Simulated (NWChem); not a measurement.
Species: C$_{2}$H$_{8}$OSn; SMILES [CH3][SnH]([CH3])[OH]

```xyz
12

Sn     0.0188     0.0000     0.2360
C     -0.9659    -1.7793    -0.4663
C     -0.9673     1.7785    -0.4661
O      1.9126     0.0007    -0.4065
H      0.2321     0.0000     1.9363
H     -1.0574    -1.7626    -1.5619
H     -0.3917    -2.6678    -0.1687
H     -1.9740    -1.8456    -0.0308
H     -0.3930     2.6675    -0.1698
H     -1.0602     1.7612    -1.5616
H     -1.9748     1.8448    -0.0293
H      1.9792     0.0033    -1.3673
```
Atoms are numbered in this order, from 1.

Computed with NWChem. Structure relaxed at the PBE0/def2-SVP level. Not confirmed as a minimum by frequencies. def2 effective core potentials on Sn; no spin-orbit coupling. Level MN15/def2-SVP: energy and gradient on several grids; changes count from the extra-fine grid, which is no exact limit either.

```tsv
grid	size of the energy change (μHa)	largest change of a gradient component (μHa/bohr)	time, medium = 1 (rough)
xcoarse	5000	3000	0.5
coarse	100	1000	about 1
medium	10	300	about 1
fine	< 10	< 30	about 1
xfine	< 10	< 30	2
```
